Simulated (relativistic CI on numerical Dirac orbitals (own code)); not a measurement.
**Ligand-field terms of d4**

Computed with a parametric ligand-field model of a d^n configuration (Racah B and C, spin-orbit zeta, crystal field), exact diagonalisation.

Field parameters in Wybourne normalisation: Oh B⁴₀ = 21Dq, B⁴₄ = √(5/14) B⁴₀. The field is a parameter set, without covalency.

B = 550 cm⁻¹, C = 2400 cm⁻¹ (C/B = 4.36), Oh, no spin-orbit coupling. Tanabe-Sugano data, E/B above the lowest term (Δ = |10Dq|; b, c mark the second and third term of a kind):

| Δ/B | 5E | 5T2 | 3T1 | 3E | 3T2 | 1T2 | 1E | 1A1 |
| --- | --- | --- | --- | --- | --- | --- | --- | --- |
| 1.0 | 0.00 | 1.00 | 21.36 | 21.63 | 22.24 | 32.08 | 31.99 | 33.12 |
| 3.0 | 0.00 | 3.00 | 20.46 | 21.88 | 23.26 | 31.34 | 31.29 | 33.76 |
| 5.0 | 0.00 | 5.00 | 19.10 | 22.04 | 23.76 | 30.14 | 30.33 | 33.75 |
| 7.0 | 0.00 | 7.00 | 17.53 | 22.15 | 24.03 | 28.72 | 29.18 | 33.42 |
| 9.0 | 0.00 | 9.00 | 15.85 | 22.23 | 24.21 | 27.18 | 27.89 | 32.90 |
| 11.0 | 0.00 | 11.00 | 14.10 | 22.29 | 24.32 | 25.57 | 26.48 | 32.24 |
| 13.0 | 0.00 | 13.00 | 12.31 | 22.33 | 24.41 | 23.91 | 24.96 | 31.47 |
| 15.0 | 0.00 | 15.00 | 10.49 | 22.37 | 24.48 | 22.20 | 23.37 | 30.61 |
| 17.0 | 0.00 | 17.00 | 8.64 | 22.40 | 24.54 | 20.46 | 21.72 | 29.67 |
| 19.0 | 0.00 | 19.00 | 6.77 | 22.42 | 24.58 | 18.70 | 20.02 | 28.64 |
| 21.0 | 0.00 | 21.00 | 4.89 | 22.45 | 24.62 | 16.91 | 18.27 | 27.55 |
| 23.0 | 0.00 | 23.00 | 3.00 | 22.46 | 24.65 | 15.11 | 16.49 | 26.39 |
| 25.0 | 0.00 | 25.00 | 1.09 | 22.48 | 24.68 | 13.28 | 14.69 | 25.16 |
| 27.0 | 0.83 | 27.83 | 0.00 | 23.32 | 25.54 | 12.27 | 13.69 | 24.71 |
| 29.0 | 2.75 | 31.75 | 0.00 | 25.26 | 27.48 | 12.35 | 13.77 | 25.30 |
| 31.0 | 4.68 | 35.68 | 0.00 | 27.20 | 29.43 | 12.42 | 13.84 | 25.84 |
| 33.0 | 6.62 | 39.62 | 0.00 | 29.14 | 31.38 | 12.49 | 13.90 | 26.35 |
| 35.0 | 8.56 | 43.56 | 0.00 | 31.09 | 33.34 | 12.55 | 13.95 | 26.82 |
| 37.0 | 10.51 | 47.51 | 0.00 | 33.05 | 35.30 | 12.61 | 14.00 | 27.25 |
| 39.0 | 12.46 | 51.46 | 0.00 | 35.00 | 37.27 | 12.67 | 14.04 | 27.66 |
| 41.0 | 14.41 | 55.41 | 0.00 | 36.96 | 39.23 | 12.72 | 14.08 | 28.03 |
| 43.0 | 16.37 | 59.37 | 0.00 | 38.93 | 41.20 | 12.78 | 14.11 | 28.38 |
| 45.0 | 18.33 | 63.33 | 0.00 | 40.89 | 43.17 | 12.82 | 14.14 | 28.71 |
| 47.0 | 20.29 | 67.29 | 0.00 | 42.86 | 45.14 | 12.87 | 14.17 | 29.01 |

The ground term changes from 5E to 3T1 between Δ/B = 25.0 and 27.0.
